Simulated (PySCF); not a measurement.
**Structure from NMR data**

The spectra below were simulated for a compound C4H10FNSi3.

¹H NMR (500 MHz, computed): δ 5.50 (m, 2H), 4.35 (s, 3H), 4.05 (t, 3H), 2.50 (q, 2H).

¹³C{¹H} NMR (computed): δ 191.9 (C), 123.8 (C), 115.9 (C), 26.5 (CH2).

Isolated molecule, one computed conformer, rapidly exchanging positions averaged, relativity neglected. Shieldings: GIAO PBE0/pcSseg-1; coordinates at the GFN2-xTB level; PySCF.

Chemical shifts δ = σref − σ; ¹H (σref 31.72) and ¹³C (σref 186.93) vs TMS, all at this level.

Q: What is the structure?

A: 
1. The formula gives 3 degrees of unsaturation (no ring in the answer).
2. 4 carbon signals for 4 carbons: no two carbons are equivalent.
3. Carbon types of the structure: 3 × C, 1 × CH2, leaving 8 H on heteroatoms.
4. δC 191.9, 115.9: fully substituted alkene carbon.
5. δC 123.8: nitrile carbon; this is the usual window of a C≡N carbon, which has no attached hydrogen.
6. δC 26.5: allylic sp3 CH2 bonded to Si.
7. δH 5.50: hydrogen on a silicon bonded to C, F.
8. δH 4.35, 4.05: hydrogen on a silicon bonded to C.
9. δH 2.50: hydrogen on an allylic sp3 CH2 bonded to Si; allylic position.

These data were computed for SMILES N#C/C([SiH3])=C(/C[SiH3])[SiH2]F.

The shifts were computed for this structure.

Splittings by ¹⁹F in the carbon and heteronuclear signals aren't shown, as no couplings were computed. Shifts are as computed. Against solution values, carbons near 30 ppm lie about +3 ppm off and those near 130 ppm about +5 ppm. Of 1309 compounds with measured shifts, 239 miss one by over three times the rms of a fit or turn the order of signals round; such compounds aren't used in these exercises. Multiplicities follow the n + 1 count of equivalent neighbours, as no J values were calculated; m marks all less simple cases, F and P coupling included.
